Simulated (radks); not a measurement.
Q: The mean radii <r> (bohr) of the occupied orbitals of an atom or ion are listed with their occupations. All-electron calculation, Dirac Kohn-Sham, PBE, spin-unpolarised, spherical densities, point nucleus. Program: a radial shooting solver on a logarithmic mesh with Libxc functionals.

orbital  occ.      <r>
1s1/2       2  0.01706

Name the element and its charge. Open shells, if any, are shared by 2j + 1.

A: Z = 78, platinum, charge +76: Pt76+ in [He]. The 1s radius gives Z: for a bare nucleus <r> = (2 gamma + 1)/(2Z) with gamma = sqrt(1 - (Z/c)^2), 0.01695 bohr for Z = 78, and screening makes it slightly larger (0.01706 here). The occupations add up to 2, and the charge is Z minus that.
